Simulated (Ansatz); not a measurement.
Steps of a relaxation of AlH5SSn (`[AlH2][S][SnH3]`) with RKS PBE0-D4/def2-TZVP.

```sh
$ ansatz run in.yaml --threads 2 --pin off --events-out ev --progress --plain --max-ram 4352MiB
```

```yaml
crystal:
  periodic: [false, false, false]
  atoms:
    - {symbol: Al, position_ang: [-1.018297, 1.121885, -1.310599]}
    - {symbol: S, position_ang: [-1.123727, 0.704616, 0.838698]}
    - {symbol: Sn, position_ang: [0.761551, -0.859789, 1.072655]}
    - {symbol: H, position_ang: [0.081217, 0.385902, -2.211368]}
    - {symbol: H, position_ang: [-2.076108, 2.170743, -1.880220]}
    - {symbol: H, position_ang: [0.711835, -2.005635, -0.217250]}
    - {symbol: H, position_ang: [0.520687, -1.615910, 2.604001]}
    - {symbol: H, position_ang: [2.235142, 0.041089, 1.048084]}
basis:
  gaussian: {orbitals: def2-TZVP}
hamiltonian: {xc: pbe0, dispersion: d4}
relax: {f_tol: 0.005, max_steps: 150}
```

Positions (Å) and forces (eV/Å) along the path, 14 of 14 steps:

```xyz
8
step=1 energy=-23339.9844 eV
Al   -1.018    1.122   -1.311   -0.020   -0.016    0.140
S    -1.124    0.705    0.839    0.449   -0.293   -0.245
Sn    0.762   -0.860    1.073   -0.222    0.171   -0.029
H     0.081    0.386   -2.211   -0.136    0.102    0.130
H    -2.076    2.171   -1.880    0.141   -0.142    0.046
H     0.712   -2.006   -0.217    0.008    0.207    0.232
H     0.521   -1.616    2.604    0.047    0.132   -0.270
H     2.235    0.041    1.048   -0.267   -0.160   -0.004
8
step=2 energy=-23340.0072 eV
Al   -0.996    1.100   -1.280   -0.037    0.028    0.019
S    -1.090    0.680    0.851   -0.247    0.216   -0.105
Sn    0.737   -0.840    1.051    0.093   -0.077    0.030
H     0.100    0.376   -2.168   -0.003    0.010    0.025
H    -2.044    2.132   -1.862    0.020   -0.025    0.007
H     0.691   -1.961   -0.211   -0.014   -0.153   -0.163
H     0.517   -1.586    2.549   -0.011   -0.106    0.192
H     2.178    0.042    1.014    0.199    0.107   -0.005
8
step=3 energy=-23340.0169 eV
Al   -1.009    1.114   -1.291    0.017   -0.014    0.017
S    -1.100    0.689    0.837   -0.028    0.022   -0.003
Sn    0.742   -0.846    1.060    0.015   -0.008   -0.018
H     0.095    0.390   -2.169    0.001    0.010    0.001
H    -2.056    2.140   -1.879    0.001   -0.009    0.006
H     0.691   -1.980   -0.209   -0.004   -0.013   -0.013
H     0.530   -1.602    2.570   -0.013    0.004    0.015
H     2.199    0.038    1.024    0.011    0.009   -0.006
8
step=4 energy=-23340.0172 eV
Al   -0.995    1.121   -1.284   -0.082    0.071   -0.033
S    -1.105    0.684    0.837    0.022   -0.039    0.004
Sn    0.739   -0.857    1.050   -0.016    0.021    0.059
H     0.143    0.464   -2.165    0.042   -0.031    0.000
H    -2.085    2.104   -1.875    0.030   -0.021    0.011
H     0.672   -2.025   -0.188   -0.013    0.007   -0.014
H     0.523   -1.568    2.583    0.015   -0.005   -0.012
H     2.200    0.020    0.985    0.001   -0.004   -0.015
8
step=5 energy=-23340.0187 eV
Al   -0.989    1.119   -1.270   -0.029    0.016    0.032
S    -1.135    0.671    0.850    0.030   -0.030   -0.033
Sn    0.728   -0.853    1.043   -0.027    0.029    0.032
H     0.180    0.458   -2.109    0.018   -0.007   -0.011
H    -2.064    2.095   -1.890    0.003    0.003   -0.005
H     0.641   -2.018   -0.197   -0.009   -0.008    0.000
H     0.552   -1.565    2.581    0.011   -0.001   -0.013
H     2.179    0.035    0.937    0.003   -0.001   -0.002
8
step=6 energy=-23340.0196 eV
Al   -0.986    1.127   -1.270    0.003   -0.006   -0.008
S    -1.155    0.639    0.837   -0.007    0.002    0.007
Sn    0.724   -0.858    1.045    0.004   -0.007   -0.016
H     0.195    0.482   -2.108    0.001    0.006    0.003
H    -2.057    2.110   -1.889    0.000    0.003    0.001
H     0.632   -2.046   -0.174    0.000    0.003    0.009
H     0.572   -1.549    2.594    0.002    0.001    0.006
H     2.167    0.039    0.909   -0.004   -0.001   -0.001
8
step=7 energy=-23340.0199 eV
Al   -0.979    1.134   -1.262    0.096   -0.001   -0.016
S    -1.205    0.583    0.826   -0.028    0.005   -0.010
Sn    0.705   -0.871    1.038    0.063   -0.031   -0.019
H     0.268    0.558   -2.067   -0.077    0.019    0.037
H    -2.046    2.112   -1.894   -0.008   -0.013   -0.001
H     0.593   -2.110   -0.133    0.007    0.031    0.036
H     0.624   -1.507    2.618   -0.009    0.018   -0.031
H     2.131    0.044    0.818   -0.043   -0.027    0.004
8
step=8 energy=-23340.0200 eV
Al   -0.967    1.151   -1.256    0.023   -0.082   -0.032
S    -1.208    0.577    0.825   -0.009    0.026   -0.016
Sn    0.705   -0.873    1.035    0.049   -0.025   -0.009
H     0.268    0.556   -2.064   -0.046    0.047    0.040
H    -2.051    2.106   -1.895    0.017    0.017    0.009
H     0.596   -2.117   -0.129    0.002    0.026    0.028
H     0.621   -1.502    2.618    0.000    0.015   -0.027
H     2.128    0.044    0.809   -0.035   -0.024    0.007
8
step=9 energy=-23340.0209 eV
Al   -0.970    1.142   -1.259   -0.001    0.000    0.000
S    -1.215    0.567    0.819    0.000   -0.002    0.000
Sn    0.706   -0.876    1.034    0.000   -0.001    0.000
H     0.269    0.566   -2.062    0.000    0.001    0.001
H    -2.042    2.116   -1.889    0.001    0.002   -0.001
H     0.598   -2.125   -0.120    0.000   -0.001    0.002
H     0.625   -1.492    2.620    0.001    0.002   -0.001
H     2.122    0.044    0.801   -0.001    0.000    0.000
8
step=10 energy=-23340.0210 eV
Al   -0.969    1.145   -1.257    0.006    0.002    0.005
S    -1.227    0.550    0.815    0.001    0.000   -0.012
Sn    0.703   -0.879    1.032    0.005   -0.003    0.004
H     0.280    0.581   -2.056   -0.006    0.000    0.004
H    -2.037    2.123   -1.888   -0.002    0.000   -0.001
H     0.595   -2.143   -0.108    0.000    0.006    0.006
H     0.633   -1.478    2.625    0.003    0.000   -0.006
H     2.114    0.045    0.781   -0.007   -0.005    0.000
8
step=11 energy=-23340.0210 eV rejected
Al   -0.968    1.149   -1.257    0.009   -0.001    0.009
S    -1.237    0.538    0.808    0.001   -0.005   -0.001
Sn    0.700   -0.883    1.033    0.006    0.004   -0.008
H     0.288    0.594   -2.051   -0.002   -0.001   -0.001
H    -2.034    2.128   -1.888   -0.003   -0.001    0.001
H     0.593   -2.156   -0.096   -0.003    0.000    0.003
H     0.646   -1.471    2.631   -0.006    0.006   -0.006
H     2.104    0.045    0.765   -0.002   -0.001    0.003
8
step=12 energy=-23340.0210 eV
Al   -0.968    1.147   -1.257    0.001   -0.001    0.006
S    -1.232    0.543    0.811    0.003    0.002   -0.004
Sn    0.703   -0.880    1.032   -0.004   -0.003    0.001
H     0.283    0.587   -2.054    0.001    0.000   -0.001
H    -2.036    2.125   -1.888   -0.001    0.000    0.000
H     0.593   -2.148   -0.102    0.003    0.001    0.000
H     0.639   -1.474    2.627    0.000    0.002   -0.001
H     2.111    0.045    0.775   -0.002    0.000   -0.001
8
step=13 energy=-23340.0210 eV
Al   -0.966    1.149   -1.256   -0.003   -0.001    0.005
S    -1.236    0.537    0.809    0.001   -0.002   -0.002
Sn    0.700   -0.883    1.031   -0.001    0.007    0.001
H     0.287    0.592   -2.051    0.003   -0.001   -0.003
H    -2.034    2.127   -1.887    0.000    0.001    0.000
H     0.594   -2.156   -0.097   -0.002   -0.003   -0.001
H     0.642   -1.469    2.630   -0.001   -0.001   -0.001
H     2.105    0.045    0.765    0.003    0.001    0.000
8
step=14 energy=-23340.0210 eV
Al   -0.967    1.149   -1.256   -0.001   -0.001    0.004
S    -1.236    0.537    0.809    0.002    0.000   -0.004
Sn    0.701   -0.882    1.031   -0.001    0.001    0.001
H     0.287    0.592   -2.051    0.001    0.000   -0.001
H    -2.034    2.127   -1.887    0.000    0.000    0.000
H     0.593   -2.155   -0.098    0.000    0.000    0.000
H     0.642   -1.469    2.629    0.000    0.001   -0.001
H     2.106    0.045    0.766    0.000    0.000    0.000
```

Run time 62 s (2 threads of an Arm Neoverse V1 on a shared host); peak host memory 0.38 GiB.
